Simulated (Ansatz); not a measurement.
Ansatz (a first-principles code) input (r2SCAN/def2-TZVPP):

Ansatz 0.2 input:
```yaml
crystal:
  periodic: [false, false, false]
  atoms:
    - {symbol: N, position_ang: [-0.00000000, -0.00000000, -1.25788698]}
    - {symbol: C, position_ang: [-0.00000000, -0.00000000, -0.07148933]}
    - {symbol: O, position_ang: [0.00000000, 0.00000000, 1.15426811]}
basis:
  gaussian:
    orbitals: def2-TZVPP
    final_grid: {core_spheres: 10, valence_spheres: 9, degree: 29}
hamiltonian:
  xc: {name: r2SCAN}
total_charge: -1
magnetization: {spin_polarized: false}
```

Output:

```
Functional definition: r2SCAN
integrals: 0.01 GiB planned
486 factors; their error is unknown
mean field: 0.18 GiB planned
mean field evaluation 1: about -4571.0626 eV, gradient 4.1e1 eV
mean field evaluation 2: about -4545.5257 eV, gradient 1.1e2 eV
mean field evaluation 4: about -4574.4543 eV, gradient 6.2e0 eV
mean field evaluation 8: about -4574.5162 eV, gradient 2.4e-1 eV
mean field evaluation 16: about -4574.5162 eV, gradient 9.0e-6 eV
mean field -4574.51620015 eV, -168.1103696371 hartree, gradient 9.0e-6 eV, S^2 0.000000; 0 other end points of the search recorded, 0 dependent functions left out
reference -4574.51620675 eV, -168.1103698797 hartree; 11, 11 occupied and 82, 82 virtual orbitals, 486 factors
Total energy: -4574.51620675 eV, -168.1103698797 hartree
```
